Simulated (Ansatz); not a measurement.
Reaction (cleavage of the B–In bond): `[BH2][InH][CH2]F` + `FC([SiH3])S` → `BSC(F)[SiH3]` + `F[CH2][InH2]`

Gas-phase electronic energies from Ansatz, PBE0-D4/def2-TZVP geometries. CCSD(T)/CBS is the MP2 limit (def2-TZVPP, def2-QZVPP) plus CCSD(T) − MP2 in def2-TZVPP, frozen cores. DFT in def2-TZVPP. B3LYP here is the variant with VWN-RPA as its local correlation; programs differ in this. def2 core potentials past Kr. For In outer-core shells are correlated without core-valence functions, which leaves a few kJ/mol of doubt a bond. One conformer a species, not always the lowest.

| level | ΔE (kJ/mol) |
| --- | --- |
| B3LYP-D4 | -106.6 |
| ωB97X-V | -104.6 |

(1) What does CCSD(T)/CBS give? (Estimate.)

Largest T1 diagnostic among the species: 0.014.

## Answers

(1) Computed: -100.8 kJ/mol. The listed levels differ from it by -5.8, -3.8 kJ/mol.
